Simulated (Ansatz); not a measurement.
Task: Name a neutral molecule of C, Si and H with LUMO energy (ωB97M-V/def2-TZVPP) between 1.45 and 1.75 eV and HOMO–LUMO gap (ωB97M-V/def2-TZVPP) between 10.90 and 11.20 eV (Ansatz, PBE0-D4/def2-TZVP geometry).

Result: `C=C(C)[SiH2][SiH3]` (1.59 eV, 11.11 eV); `[SiH3]C1C=C1` (1.75 eV, 10.95 eV); `[SiH3]C1=CC1` (1.52 eV, 11.05 eV); `C=C1C[SiH2]1` (1.51 eV, 10.97 eV); `C=C=C[SiH2][SiH3]` (1.52 eV, 11.02 eV); `C=C=C([SiH3])[SiH3]` (1.54 eV, 10.99 eV). Other molecules can fit too; these were computed, each in one conformer that needn't be the lowest.
